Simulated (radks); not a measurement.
Values are calculated unless marked as measured or tabulated.
Q: Species: Ru V. Configuration: [Ar] 3d10 4s2 4p5 4d4 4f1 (not the ground configuration). Level of theory: Dirac Kohn-Sham, PBE, spin-unpolarised, spherical densities, point nucleus; open shells fill j = l - 1/2 first (a radial shooting solver on a logarithmic mesh with Libxc functionals).

Spin-orbit splittings of the eigenvalues, e(l+1/2) - e(l-1/2), with zeta = 2 splitting/(2l+1) and mean radii in bohr:

shell  occ.  splitting (eV)  zeta (eV)  <r> j=l-1/2  <r> j=l+1/2
2p        6               ?          ?       0.1236       0.1284
3p        6           22.26      14.84       0.3953       0.4059
3d       10           4.344      1.737       0.3814       0.3848
4p        5           3.707      2.471        1.062        1.088
4d        4          0.4993     0.1997        1.316        1.326
4f        1        0.009649   0.002757        2.588        2.591
5p        0          0.6809     0.4540        2.579        2.628
5d        0         0.09246    0.03699        3.377        3.391
5f        0        0.005433   0.001552        5.198        5.201

Estimate the 2p splitting.

A: 130.9 eV (zeta = 87.30 eV).
